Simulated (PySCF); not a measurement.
Computed shifts of a molecule C3H4ClF, PySCF with PBE/pcSseg-1, GIAO, gas phase, equivalent atoms averaged, in ppm (number of nuclei): ¹³C: 155.1 (1), 132.1 (1), 20.9 (1). ¹⁹F: -142.6 (1). ¹H: 7.22 (1), 2.28 (3). References: ¹³C against TMS (σ = 182.0 ppm); ³⁵Cl against HCl (σ = 936.5 ppm); ¹⁹F against CFCl3 (σ = 133.6 ppm); ¹H against TMS (σ = 31.49 ppm), references at their B3LYP-D3(BJ)/def2-TZVP geometries, non-relativistic (without spin–orbit terms, shifts of atoms bonded to Cl or Br come out too high). Geometry optimised at PBE0-D3(BJ)/def2-SVP. The values are those of a single conformer.

Problem. Identify the compound among the candidates.
(A) C/C=C(\F)Cl
(B) C/C(Cl)=C\F
(C) FC1(Cl)CC1
(D) F[C@@H]1C[C@H]1Cl

Solution. B, C/C(Cl)=C\F
